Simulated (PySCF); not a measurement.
HfF2I2, SMILES [F][Hf]([F])([I])[I], multiplicity 1.

Coordinates come from a B3LYP-D3(BJ)/def2-SVP optimisation. The multiplicity is an assumed one; no other spin state was optimised. The structure was generated by enumeration; whether it is a known compound was not checked. The def2 effective core potentials stand for the cores of Hf, I; spin–orbit coupling is left out.

Computed with PBE/def2-TZVP (PySCF).

```
Property                                                                                                        Result
---------------------------------------------------------------------------------------------  -----------------------
total energy                                                                                        -843.34564 hartree
point group                                                                                                        C2v
highest occupied level                                                                                        -7.02 eV
lowest empty level                                                                                            -3.02 eV
orbital gap                                                                                                    4.00 eV
dipole moment                                                                                                   0.47 D
quadrupole, principal values (traceless, Buckingham form, about the centre of nuclear charge)   -3.42, -0.43, 3.84 D·Å
mean static polarisability                                                                      107.6 bohr³ (15.94 Å³)
polarisability, principal values                                                               81.0, 97.4, 144.2 bohr³
```
